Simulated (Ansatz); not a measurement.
`Cl[SiH]1[BH][GeH2]1` + H₂ → `[BH]1[SiH2][GeH2]1` + HCl  (hydrogenolysis of the Si–Cl bond)

Gas-phase electronic energies from Ansatz, PBE0-D4/def2-TZVP geometries. CCSD(T)/CBS is the MP2 limit (def2-TZVPP, def2-QZVPP) plus CCSD(T) − MP2 in def2-TZVPP, frozen cores. This one scheme is used for every species. Functionals use def2-TZVPP. B3LYP here is the variant with VWN-RPA as its local correlation; programs differ in this. HSE06 is defined as in plane-wave codes. For Ge outer-core shells are correlated without core-valence functions, which leaves a few kJ/mol of doubt a bond. Scalar relativity is left out up to krypton.

```csv
level,ΔE (kJ/mol),difference from CCSD(T)/CBS
LDA (SPW92),82.1,0.8
PBE-D4,89.3,8.0
revPBE-D4,93.9,12.6
BLYP-D4,95.6,14.3
PBE0-D4,83.4,2.1
B3LYP-D4,89.6,8.3
r2SCANh-D4,88.1,6.8
HSE06-D4,83.9,2.6
BHLYP-D4,84.4,3.1
CAM-B3LYP-D4,81.1,-0.2
ωB97X-V,77.1,-4.2
ωB97M-V,82.3,1.0
B2PLYP,83.9,2.6
PBE-QIDH,81.1,-0.2
PBE,84.1,2.8
revPBE,83.3,2.0
BLYP,84.9,3.6
r2SCAN,88.9,7.6
PBE0,78.8,-2.5
B3LYP,81.0,-0.3
r2SCANh,86.7,5.4
r2SCAN0,83.6,2.3
HSE06,79.4,-1.9
BHLYP,76.1,-5.2
LC-ωPBE,71.1,-10.2
RPA@PBE/def2-TZVPP,74.9,-6.4
HF/def2-SVP,55.6,-25.7
MP2/def2-SVP,75.7,-5.6
CCSD/def2-SVP,61.3,-20.0
CCSD(T)/def2-SVP,65.5,-15.8
HF/def2-TZVPP,66.1,-15.2
MP2/def2-TZVPP,89.8,8.5
CCSD/def2-TZVPP,72.2,-9.1
CCSD(T)/def2-TZVPP,77.7,-3.6
HF/def2-QZVPP,66.3,-15.0
MP2/def2-QZVPP,91.9,10.6
SCS-MP2/def2-QZVPP,85.4,4.1
HF/CBS(def2),66.3,-15.0
MP2/CBS(def2),93.4,12.1
CCSD/CBS(def2),75.8,-5.5
CCSD(T)/CBS,81.3,0
```

Largest T1 diagnostic among the species: 0.013.

At CCSD(T), def2-SVP lies −15.8 kJ/mol from the extrapolated value and def2-TZVPP −3.6 kJ/mol. From r2SCAN to r2SCAN0 (25 % exact exchange), in def2-TZVPP and without D4, ΔE moves by −5.3 kJ/mol. Leaving LDA and LC-ωPBE aside and taking each functional with its dispersion term where it has one, the values spread over 18.4 kJ/mol, from ωB97X-V to BLYP-D4.

CCSD(T)/CBS has its own doubt, a few kJ/mol and more with outer-core shells, so smaller differences from it don't rank the levels.
